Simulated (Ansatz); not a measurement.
Cost and result for the atomization energy of CH₅AsO (`CO[AsH2]`) (8 atoms, 7 bonds).

The species carries charge 0 and has multiplicity 1. Correlated methods include outer-core shells of As, which these sets cover unevenly. Scalar relativity is left out up to krypton. Geometry: relaxed with PBE0-D4/def2-TZVP. Program: Ansatz. All runs use 2 threads of a server CPU on a shared host. Times are those of one run each, without the atoms' runs, and a repeat can differ threefold. Electronic energies, without spin–orbit coupling; frozen cores. CCSD(T)/CBS adds CCSD(T) − MP2 in def2-TZVPP to the MP2 limit, and its time is that of the two runs behind it. T1 = 0.012. With those shells the extrapolation isn't a true limit. HSE06 is the plane-wave form, built on full-range PBE exchange.

CCSD(T)/CBS is a level of theory with its own doubt, some kJ/mol a heavy atom from the limit and from the frozen cores, so smaller differences don't rank the functionals.

```csv
level,functions,wall time,atomization (kJ/mol),difference from CCSD(T)/CBS,per bond
revPBE-D4/def2-TZVPP,180,1.6 s,2552.2,-18.7,-2.7
BLYP-D4/def2-TZVPP,180,1.7 s,2593.2,22.3,3.2
PBE-D4/def2-TZVPP (with forces),180,2 s,2617.3,46.4,6.6
HSE06-D4/def2-TZVPP,180,2.6 s,2554.6,-16.3,-2.3
CCSD(T)/def2-SVP,85,3.6 s,2390.6,-180.3,-25.8
B2PLYP/def2-TZVPP,180,4.1 s,2544.7,-26.2,-3.7
PBE-QIDH/def2-TZVPP,180,4.3 s,2524.5,-46.4,-6.6
ωB97X-V/def2-TZVPP,180,6 s,2592.1,21.2,3.0
B97M-V/def2-TZVPP,180,7 s,2587.6,16.7,2.4
ωB97M-V/def2-TZVPP (with forces),180,8 s,2574.5,3.6,0.5
MP2/def2-QZVPP,353,16 s,2551.1,-19.8,-2.8
CCSD(T)/def2-TZVPP,180,51 s,2503.1,-67.8,-9.7
CCSD(T)/CBS(def2),–,67 s,2570.9,0.0,0.0
```

From BLYP to BHLYP (50 % exact exchange), in def2-TZVPP and without D4, the atomization energy moves by −89.6 kJ/mol: exact exchange takes away binding that semilocal exchange gives to molecules. At CCSD(T), def2-SVP lies −180.3 kJ/mol from the extrapolated value and def2-TZVPP −67.8 kJ/mol: correlation converges slowly with the basis, and small sets miss more of it in the bonded molecule than in its fragments. In def2-TZVPP, CCSD(T) changes the Hartree–Fock value by +745.3 kJ/mol (the triples alone add +39.7 kJ/mol) and MP2 by +753.0 kJ/mol; breaking electron pairs costs correlation energy, which Hartree–Fock lacks.
